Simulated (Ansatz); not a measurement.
Reaction (formal exchange of groups at the Si–C bond): `C[Si]1(F)CS1` + SiH₄ → `F[Si]1([SiH3])CS1` + CH₄

Gas-phase electronic energies from Ansatz, PBE0-D4/def2-TZVP geometries. CBS: MP2 limit from def2 TZ/QZ plus the TZ coupled-cluster correction, frozen cores. This one scheme is used for every species. DFT in def2-TZVPP.

```tsv
level	ΔE (kcal/mol)
r2SCAN	-0.8
CCSD/CBS(def2)	0.6
```

Problem. What does CCSD(T)/CBS give? (Best estimate.)

Solution. Computed: +0.1 kcal/mol. The listed levels differ from it by -0.9, 0.5 kcal/mol.

Largest T1 diagnostic among the species: 0.013.

From PBE to PBE0 (25 % exact exchange), in def2-TZVPP and without D4, ΔE moves by +1.3 kcal/mol. In def2-TZVPP, CCSD(T) changes the Hartree–Fock value by −2.3 kcal/mol (the triples alone add −0.5 kcal/mol) and MP2 by −1.5 kcal/mol.
